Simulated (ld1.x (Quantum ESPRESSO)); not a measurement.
**Zn (Z = 30), ultrasoft: configuration errors across variants**

```
Element                 : zinc
Generator               : ld1.x (Quantum ESPRESSO) 7.5
Type                    : ultrasoft
Functional              : BP86
Relativity              : scalar-relativistic
Frozen core             : [Ar]
Valence charge          : 12
Reference configuration : 3d10 4s1 4p1
Partial waves           : 4s (bound): rcut 1.50, rcutus 1.65 bohr; 4s channel at 0.35 Ry: rcut 1.50, rcutus 1.65 bohr; 4p (bound): rcut 2.70, rcutus 3.25 bohr; 4p channel at 1.9 Ry: rcut 2.70, rcutus 3.25 bohr; 3d (bound): rcut 0.60, rcutus 0.80 bohr; 3d channel at 0.05 Ry: rcut 0.60, rcutus 0.80 bohr
Local potential         : all-electron potential smoothed inside 1.85 bohr (lloc = -1)
Core correction         : Bessel-smoothed model core inside 0.45 bohr
Augmentation charge     : built from norm-conserving waves at rcut, not smoothed further
```

All-electron excitation energies from the reference (eV): (1) 3d10 4s1 4p0 4.949; (2) 3d10 4s0 4p0 23.471; (3) 3d8 4s0 4p0 125.950; (4) 3d9 4s0 4p0 64.079; (5) 3d10 4s0 4p2 5.496; (6) 3d10 4s0 4p1 11.321.

The overlap operator is not positive definite (basis up to 400 Ry) in “local potential all-electron potential smoothed inside 1.44 bohr (lloc = -1)”, “local potential all-electron potential smoothed inside 3.74 bohr (lloc = -1)”. Such files are unfit for use, however small their errors in these radial tests.

Tests that are not counted but printed errors over 1 eV. “base”: 3d10 4s2 4p0 (solver errors, printed error -1733 eV). “local potential all-electron potential smoothed inside 1.44 bohr (lloc = -1)”: 3d10 4s2 4p0 (solver errors, printed error -1732 eV). “local potential all-electron potential smoothed inside 1.74 bohr (lloc = -1)”: 3d10 4s2 4p0 (solver errors, printed error -1733 eV). “local potential all-electron potential smoothed inside 2.46 bohr (lloc = -1)”: 3d10 4s2 4p0 (solver errors, printed error -1724 eV). “local potential all-electron potential smoothed inside 3.02 bohr (lloc = -1)”: 3d10 4s2 4p0 (solver errors, printed error -1727 eV).

A true bound ghost makes a file unfit for plane-wave use even where its test errors are small: the radial tests pick states by their node count and pass the ghost by. Where a test does run into it, the solver fails or the error is huge.

Errors AE − PS in meV (a dash: test not solved or not reliable):

```csv
change,(1),(2),(3),(4),(5),(6),bound ghosts
base,-1.7,-34,-804,-105,+13,+120,s
local potential all-electron potential smoothed inside 1.44 bohr (lloc = -1),-2.7,-33,-780,-103,+13,+120,"s (p not tested, overlap not positive)"
local potential all-electron potential smoothed inside 1.74 bohr (lloc = -1),-2.8,-34,-793,-104,+12,+115,s
local potential all-electron potential smoothed inside 2.46 bohr (lloc = -1),-2.9,-36,-894,-114,+51,–,not determined
local potential all-electron potential smoothed inside 3.02 bohr (lloc = -1),-3.0,-38,-1047,-134,-37,-183,not determined
local potential all-electron potential smoothed inside 3.30 bohr (lloc = -1),-3.1,-39,-1169,-153,-9.8,-72,not determined
local potential all-electron potential smoothed inside 3.74 bohr (lloc = -1),–,–,–,–,–,–,not determined (overlap not positive)
```

(1) Give the same row for: local potential all-electron potential smoothed inside 2.08 bohr (lloc = -1).

Results:

(1) -2.8, -35, -826, -107, +15, +143; bound ghosts: s. Not counted: 3d10 4s2 4p0 (solver errors, printed error -1732 eV).
